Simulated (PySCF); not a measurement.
Two-component Hartree-Fock for Yb⁺ (ytterbium, charge +1)

Start: [Xe] 4f14 6s1; 6s1/2 filled at m_j = +1/2. Calculated with PySCF 2.14 in x2c-TZVPall-2c with one added diffuse shell each of s, p, d, f type (12s12p11d5f1g, 147 functions): generalised Hartree-Fock with the X2C-1e Hamiltonian and a Gaussian nucleus; one run each with spin-orbit coupling (SO) switched off, then screened by Boettger's factors.

| spinor shell | electrons | ε, spin-free (eV) | ε, screened SO (eV) | weight of nominal j (screened SO) | rms radius, screened SO (bohr) |
| --- | --- | --- | --- | --- | --- |
| 1s1/2 | 2 | -61654.0 | -61638.6 | 1.000 | 0.0223 |
| 2s1/2 | 2 | -10583.4 | -10578.8 | 1.000 | 0.0901 |
| 2p1/2 | 2 | -9327.0 | -10071.1 | 1.000 | 0.0768 |
| 2p3/2 | 4 | -9327.0 | -9018.7 | 1.000 | 0.0838 |
| 3s1/2 | 2 | -2446.7 | -2445.4 | 1.000 | 0.231 |
| 3p1/2 | 2 | -2061.0 | -2221.4 | 1.000 | 0.222 |
| 3p3/2 | 4 | -2061.0 | -1993.7 | 1.000 | 0.237 |
| 3d3/2 | 4 | -1587.9 | -1617.0 | 1.000 | 0.210 |
| 3d5/2 | 6 | -1587.9 | -1567.6 | 1.000 | 0.214 |
| 4s1/2 | 2 | -514.33 | -514.02 | 1.000 | 0.519 |
| 4p1/2 | 2 | -385.33 | -422.03 | 1.000 | 0.531 |
| 4p3/2 | 4 | -385.33 | -369.99 | 1.000 | 0.563 |
| 4d3/2 | 4 | -212.34 | -218.18 | 1.000 | 0.599 |
| 4d5/2 | 6 | -212.34 | -208.30 | 1.000 | 0.611 |
| 5s1/2 | 2 | -72.772 | -72.745 | 1.000 | 1.31 |
| 5p1/2 | 2 | -40.457 | -45.068 | 1.000 | 1.48 |
| 5p3/2 | 4 | -40.457 | -38.578 | 1.000 | 1.61 |
| 4f5/2 | 6 | -20.314 | -21.178 | 1.000 | 0.856 |
| 4f7/2 | 8 | -20.314 | -19.555 | 1.000 | 0.879 |
| 6s1/2 | 1 | -11.319 | -11.326 | 1.000 | 3.99 |

| quantity | spin-free | screened SO |
| --- | --- | --- |
| E (hartree) | -14048.95566 | -14062.10346 |
| M_J | 1/2 | 1/2 |
| ⟨J²⟩ | 0.750 | 0.751 |
| ⟨L²⟩ | 0.000 | 0.107 |
| ⟨S²⟩ | 0.750 | 0.858 |

Breit and QED terms are absent; they matter most for the inner s and p1/2 levels.

Densities and radii are taken from the X2C orbitals without a picture-change correction, which distorts them close to the nucleus.

Without spin-orbit coupling the j labels of p, d and f shells carry no meaning; the spin-free column gives the mean over the occupied spinors of each nl shell.
